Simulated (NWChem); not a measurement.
# VSF3; SMILES [F][V]([F])([F])=[S]

```xyz
5

V      0.0000     0.0000    -0.2206
S      0.0000     0.0000     1.7601
F      0.3197     1.5726    -0.7678
F     -1.5217    -0.5094    -0.7678
F      1.2021    -1.0631    -0.7678
```
Atoms are numbered in this order, from 1.

Level: PBE0/def2-SVP (NWChem), optimised geometry, unscaled harmonic frequencies. 

| frequency (cm⁻¹) | IR intensity (km/mol) |
|---|---|
| 210 | 6.2 |
| 210 | 6.2 |
| 238 | 1.5 |
| 238 | 1.5 |
| 259 | 3.9 |
| 637 | 12.3 |
| 784 | 191.0 |
| 842 | 164.8 |
| 842 | 164.8 |

```
Property                                                                            Value
-----------------------------------------------------------------------  ----------------
zero-point energy                                                            6.1 kcal/mol
thermal correction to the enthalpy at 298.15 K (with zero-point energy)     10.3 kcal/mol
heat capacity Cv                                                         17.7 cal/(mol K)
entropy at 298.15 K and 1 atm (symmetry number 3)                        76.0 cal/(mol K)
dipole moment                                                                      0.42 D
```

Rigid rotor and harmonic oscillator.
